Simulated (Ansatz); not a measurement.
`C[SiH](N)S`. Charge 0, multiplicity 1. All single points use the PBE0-D4/def2-TZVP geometry. It is one conformer, not always the lowest.

```xyz
11

C     0.406    0.678   -1.267
Si   -0.163    0.095    0.406
N     0.820   -1.227    0.860
S    -2.169   -0.665    0.421
H    -0.218    1.505   -1.612
H     1.440    1.033   -1.228
H     0.341   -0.128   -2.001
H    -0.176    1.255    1.346
H     1.774   -1.300    0.549
H     0.655   -1.744    1.708
H    -2.709    0.499    0.818
```

**Question.** What is the dipole moment at PBE/def2-TZVPP? (An estimate is asked.)

**Answer.** The calculation gave: 1.81 D, with components (1.75, 0.45, 0.17) D in this frame, pointing from negative to positive charge.

**Question.** And with r2SCAN, B3LYP, ωB97M-V? (Estimate.)

**Answer.** Ansatz gave: r2SCAN 1.87 D, B3LYP 1.85 D, ωB97M-V 1.86 D.

**Question.** Give the Mulliken charges with PBE, ωB97M-V, B3LYP in def2-TZVPP. (Estimate.)

**Answer.** Ansatz gave: 
| atom | PBE | ωB97M-V | B3LYP |
| --- | --- | --- | --- |
| C1 | -0.36 | -0.44 | -0.37 |
| Si2 | 0.42 | 0.45 | 0.52 |
| N3 | -0.39 | -0.37 | -0.41 |
| S4 | -0.29 | -0.28 | -0.30 |
| H5 | 0.10 | 0.11 | 0.10 |
| H6 | 0.10 | 0.11 | 0.09 |
| H7 | 0.11 | 0.13 | 0.11 |
| H8 | -0.11 | -0.07 | -0.12 |
| H9 | 0.14 | 0.11 | 0.13 |
| H10 | 0.15 | 0.12 | 0.14 |
| H11 | 0.11 | 0.12 | 0.10 |

B3LYP here is the variant with VWN-RPA as its local correlation; programs differ in this.
